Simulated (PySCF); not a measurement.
**Radial density of K²⁺ (potassium, charge +2)**

UHF, [Ne] 3s2 3p5, 2P determinant. All numbers are calculated (PySCF 2.14, scalar relativity by spin-free X2C-1e, in jorge-DZP-DKH (8s6p1d, 31 functions)).

| r (bohr) | 4πr²ρ (e/bohr) | 4πr²(ρα − ρβ) |
| --- | --- | --- |
| 0.00128 | 0.1163 | 0.0000 |
| 0.00215 | 0.2987 | 0.0000 |
| 0.00362 | 0.7585 | 0.0000 |
| 0.00609 | 1.871 | 0.0000 |
| 0.0102 | 4.365 | 0.0000 |
| 0.0172 | 9.214 | 0.0003 |
| 0.0290 | 16.41 | 0.0022 |
| 0.0488 | 22.00 | 0.0129 |
| 0.0820 | 19.66 | 0.0556 |
| 0.138 | 15.77 | 0.1579 |
| 0.232 | 21.91 | 0.2109 |
| 0.390 | 17.34 | 0.0205 |
| 0.656 | 5.321 | 0.2512 |
| 1.10 | 6.263 | 0.8711 |
| 1.86 | 2.393 | 0.3466 |
| 3.12 | 0.1396 | 0.0223 |
| 5.25 | 8.322e-05 | 0.0000 |
| 8.84 | 7.500e-05 | 0.0000 |

Densities and radii are taken from the X2C orbitals without a picture-change correction, which distorts them close to the nucleus.
